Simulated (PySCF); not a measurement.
Polarisability and C₆ of Si⁺ (silicon, charge +1)

[Ne] 3s1 3p2, high-spin 4P determinant (an excited configuration). Computed with PySCF 2.14 in aug-cc-pCVTZ-DK with one added diffuse shell each of s, p, d, f type (9s8p6d4f, 91 functions), with the spin-free X2C one-electron Hamiltonian (Gaussian nucleus). Coupled (time-dependent) response in atomic units; α is the mean over directions.

```
method  mean α (bohr³)         α xx, yy, zz  C₆ (like pair)  S(−4)
  MN15           18.04  18.18, 17.96, 17.96           87.40  150.3
```

S(−4) is the Cauchy moment in α(ω) = α(0) + S(−4) ω² + …

α(iu) at MN15:

```
u (hartree)  α(iu) (bohr³)
          0          18.04
     0.0500          17.67
      0.100          16.65
      0.200          13.59
      0.300          10.46
      0.500          6.127
      0.750          3.475
       1.00          2.218
       1.50          1.153
       2.00         0.7310
       3.00         0.3975
       5.00         0.1942
```

A single London oscillator, α(iu) = α/(1 + u²/ω²), gives C₆ = (3/4) ω α². Matching the computed C₆ needs ω = 4 × 87.40 / (3 × 18.04²) = 0.358 hartree.

For an ion, C₆ is the dispersion term alone; charge-induced terms of lower order in 1/R come first.

The components differ because the open shell of this determinant is not spherical; for a pure term their mean is the scalar polarisability.
